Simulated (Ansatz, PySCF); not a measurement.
This PySCF input computes a BLYP/def2-TZVPD energy:

```python
from pyscf import gto, scf, dft

mol = gto.M(
    atom='''
    Si   -0.03964607    0.08191686    0.20429605
    C     1.51526067   -0.98676075   -0.14678746
    C    -1.42594753   -0.78945211   -0.79667888
    O    -0.35414280    0.33584947    1.70470583
    O     0.25610944    1.50488618   -0.70218520
    H     1.40940040   -1.98078704    0.29945910
    H     2.39591826   -0.51552559    0.30016025
    H     1.71284377   -1.12271885   -1.21787724
    H    -1.17146834   -0.92922705   -1.85519687
    H    -2.34493202   -0.19748938   -0.74738134
    H    -1.64464328   -1.77590892   -0.37536452
    H     0.44631419    1.30621262   -1.62331103
    ''',
    basis='def2-tzvpd',
    charge=-1,
    spin=0,
    verbose=4,
)

mf = dft.RKS(mol, xc='blyp').density_fit(auxbasis='def2-universal-jkfit')
mf.grids.level = 3
mf.conv_tol = 1e-9
mf.max_cycle = 100
mf.max_memory = 1500
mf.kernel()
if not mf.converged:
    mf = mf.newton()
    mf.kernel(mf.make_rdm1())
mf.analyze()
```

Write an input for the same energy in Ansatz (a program for electronic structure) and say what it gives.


Ansatz 0.2 input:
```yaml
crystal:
  periodic: [false, false, false]
  atoms:
    - {symbol: Si, position_ang: [-0.03964607, 0.08191686, 0.20429605]}
    - {symbol: C, position_ang: [1.51526067, -0.98676075, -0.14678746]}
    - {symbol: C, position_ang: [-1.42594753, -0.78945211, -0.79667888]}
    - {symbol: O, position_ang: [-0.35414280, 0.33584947, 1.70470583]}
    - {symbol: O, position_ang: [0.25610944, 1.50488618, -0.70218520]}
    - {symbol: H, position_ang: [1.40940040, -1.98078704, 0.29945910]}
    - {symbol: H, position_ang: [2.39591826, -0.51552559, 0.30016025]}
    - {symbol: H, position_ang: [1.71284377, -1.12271885, -1.21787724]}
    - {symbol: H, position_ang: [-1.17146834, -0.92922705, -1.85519687]}
    - {symbol: H, position_ang: [-2.34493202, -0.19748938, -0.74738134]}
    - {symbol: H, position_ang: [-1.64464328, -1.77590892, -0.37536452]}
    - {symbol: H, position_ang: [0.44631419, 1.30621262, -1.62331103]}
basis:
  gaussian:
    orbitals: def2-TZVPD
hamiltonian:
  xc: {name: BLYP}
total_charge: -1
output: {forces: true}
```
It gives -520.55125 Eh, and PySCF -520.55140 Eh, a difference of 0.15 mEh, from the treatment of integrals and grids.

It need not be the lowest isomer of its formula. Whether it binds its extra electron was not tested at this geometry.
